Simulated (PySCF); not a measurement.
In(H)(Br)(NH2) (BrH3InN), SMILES [NH2][InH][Br]. Atoms are numbered in the order given.

```xyz
6

In    -0.8615    -0.1107     0.0018
H     -1.8308    -1.3422     0.6703
Br     1.6227    -0.2400     0.2318
N     -1.3925     1.6076    -0.8874
H     -2.3116     1.7476    -1.2918
H     -0.6918     2.1628    -1.3666
```

Geometry: PBE0-D3(BJ)/def2-SVP. The def2 effective core potentials stand for the cores of In; spin–orbit coupling is left out. Other conformers were not sampled.

The numbers are results of PBE0/def2-TZVPD run with PySCF, not measurements.

Mulliken values depend strongly on the basis, most of all with diffuse functions as here. ESP charges are fitted to the potential on shells at 1.4 to 2.0 van der Waals radii. Atomic charges (e):

```
atom  Mulliken  ESP fit
----  --------  -------
In1       0.66     0.70
H2       -0.05    -0.14
Br3      -0.47    -0.32
N4       -0.52    -0.86
H5        0.17     0.31
H6        0.20     0.30
```
